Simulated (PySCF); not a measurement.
Co⁺ (cobalt, charge +1) across methods

[Ar] 3d7 4s1, high-spin 5F determinant (an excited configuration). Computed with PySCF 2.14 in aug-cc-pVDZ-DK (7s6p4d2f, 59 functions), with the spin-free X2C one-electron Hamiltonian (Gaussian nucleus). The B2PLYP total includes its PT2 part (frozen core); its orbital energies are those of the SCF part.

```json
{"method": "B97-3", "E (hartree)": "-1392.790", "mean ε 3d α (eV)": "-20.759", "mean ε 3d β (eV)": "-18.053", "mean ε 4s α (eV)": "-13.937", "Σ⟨r²⟩ (bohr²)": "24.32", "⟨S²⟩": "6.002"}
{"method": "BP86", "E (hartree)": "-1393.158", "mean ε 3d α (eV)": "-18.148", "mean ε 3d β (eV)": "-15.714", "mean ε 4s α (eV)": "-13.589", "Σ⟨r²⟩ (bohr²)": "24.39", "⟨S²⟩": "6.000"}
{"method": "r2SCAN", "E (hartree)": "-1392.916", "mean ε 3d α (eV)": "-18.502", "mean ε 3d β (eV)": "-15.803", "mean ε 4s α (eV)": "-13.737", "Σ⟨r²⟩ (bohr²)": "24.28", "⟨S²⟩": "6.001"}
{"method": "UHF", "E (hartree)": "-1391.62973", "mean ε 3d α (eV)": "-27.814", "mean ε 3d β (eV)": "-24.105", "mean ε 4s α (eV)": "-15.837", "Σ⟨r²⟩ (bohr²)": "24.46", "⟨S²⟩": "6.002"}
{"method": "B2PLYP", "E (hartree)": "-1392.649", "mean ε 3d α (eV)": "-23.253", "mean ε 3d β (eV)": "-20.251", "mean ε 4s α (eV)": "-14.758", "Σ⟨r²⟩ (bohr²)": "24.34", "⟨S²⟩": "6.002"}
{"method": "PBE", "E (hartree)": "-1392.699", "mean ε 3d α (eV)": "-18.052", "mean ε 3d β (eV)": "-15.486", "mean ε 4s α (eV)": "-13.407", "Σ⟨r²⟩ (bohr²)": "24.47", "⟨S²⟩": "6.000"}
{"method": "MN15", "E (hartree)": "-1393.734", "mean ε 3d α (eV)": "-21.610", "mean ε 3d β (eV)": "-18.372", "mean ε 4s α (eV)": "-14.459", "Σ⟨r²⟩ (bohr²)": "24.65", "⟨S²⟩": "6.002"}
{"method": "LDA", "E (hartree)": "-1390.258", "mean ε 3d α (eV)": "-18.304", "mean ε 3d β (eV)": "-15.488", "mean ε 4s α (eV)": "-13.664", "Σ⟨r²⟩ (bohr²)": "24.40", "⟨S²⟩": "6.001"}
{"method": "PBE0", "E (hartree)": "-1392.718", "mean ε 3d α (eV)": "-20.652", "mean ε 3d β (eV)": "-17.845", "mean ε 4s α (eV)": "-14.131", "Σ⟨r²⟩ (bohr²)": "24.33", "⟨S²⟩": "6.001"}
```
